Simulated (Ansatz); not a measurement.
Sb₄⁻. The state is a doublet with charge -1. Geometry PBE0-D4/def2-SVPD.

Cartesian coordinates in Å:
```
Sb -1.447 -0.721 0.344
Sb 0.051 1.534 1.194
Sb 1.259 -1.481 -0.032
Sb 0.137 0.668 -1.506
```

In the def2 sets Sb takes a core potential; there is no spin–orbit coupling. At PBE-D4/def2-SVPD, PBE-D4/def2-TZVPD, r2SCAN-D4/def2-TZVPD the highest occupied level of the charge -1 doublet lies above zero (up to 0.78 eV). By energy differences its removal costs 1.23 eV (vertical, to the charge 0 singlet, at CCSD(T)/def2-SVPD). The structure comes from a short search, and lower isomers may exist.

(1) Estimate the α-spin orbital energies around the gap (eV) in Ansatz with PBE-D4/def2-SVPD, PBE-D4/def2-TZVPD, r2SCAN-D4/def2-TZVPD, PBE0-D4/def2-SVPD, PBE0-D4/def2-TZVPD.

Answers

(1) 
```tsv
orbital	PBE-D4/def2-SVPD	PBE-D4/def2-TZVPD	r2SCAN-D4/def2-TZVPD	PBE0-D4/def2-SVPD	PBE0-D4/def2-TZVPD
HOMO−13	-27.91	-28.00	-28.84	-30.96	-31.02
HOMO−12	-27.89	-27.98	-28.82	-30.94	-31.01
HOMO−11	-27.88	-27.97	-28.81	-30.93	-31.00
HOMO−10	-11.47	-11.46	-12.08	-13.35	-13.31
HOMO−9	-8.24	-8.31	-8.78	-9.80	-9.85
HOMO−8	-7.86	-7.93	-8.30	-9.25	-9.29
HOMO−7	-7.23	-7.32	-7.70	-8.61	-8.68
HOMO−6	-2.89	-2.95	-3.23	-3.85	-3.89
HOMO−5	-2.22	-2.29	-2.52	-3.09	-3.14
HOMO−4	-2.02	-2.10	-2.35	-2.94	-3.01
HOMO−3	-1.60	-1.68	-1.89	-2.42	-2.48
HOMO−2	-1.49	-1.58	-1.78	-2.29	-2.36
HOMO−1	-0.44	-0.57	-0.76	-1.30	-1.40
HOMO	0.78	0.64	0.42	-0.06	-0.17
LUMO	1.90	1.79	1.87	2.50	2.38
LUMO+1	2.03	1.84	2.10	2.64	2.41
LUMO+2	2.12	1.99	2.11	2.74	2.57
LUMO+3	2.16	2.00	2.19	2.76	2.58
LUMO+4	2.22	2.01	2.27	2.82	2.63
LUMO+5	3.80	3.56	4.07	4.34	4.10
β HOMO	-0.15	-0.29	-0.41	-0.78	-0.91
β LUMO	1.42	1.25	1.49	2.02	1.86
```
